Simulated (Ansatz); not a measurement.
ClH4MoN3 (`[NH]=[Mo](=[NH])([NH2])[Cl]`). Charge 0, multiplicity 1. Correlated methods include outer-core shells of Mo, which these sets cover unevenly. Mo: def2 effective core potential.

```xyz
9

N     1.699    0.321   -0.039
Mo   -0.008    0.418    0.178
N    -0.827    0.806   -1.287
N    -0.613   -1.327    0.727
Cl   -0.462    2.045    1.728
H     2.559    0.419   -0.560
H    -0.879    1.078   -2.260
H    -1.471   -1.739    0.393
H     0.002   -2.021    1.121
```

Task: Give the diagnostics of a CCSD(T)/def2-TZVPP run (frozen core, the Gaussian-basis code of Ansatz). (An estimate is asked.)

Result: The calculation gave: T1 = 0.0211, largest single amplitude 0.070, largest double 0.042, (T) share of the correlation energy 5.9 %, 14 CCSD cycles. The RHF solution is unstable towards an unrestricted one. T1 lies over the customary mark of 0.02 for closed shells; compounds of d metals often pass it without a breakdown.
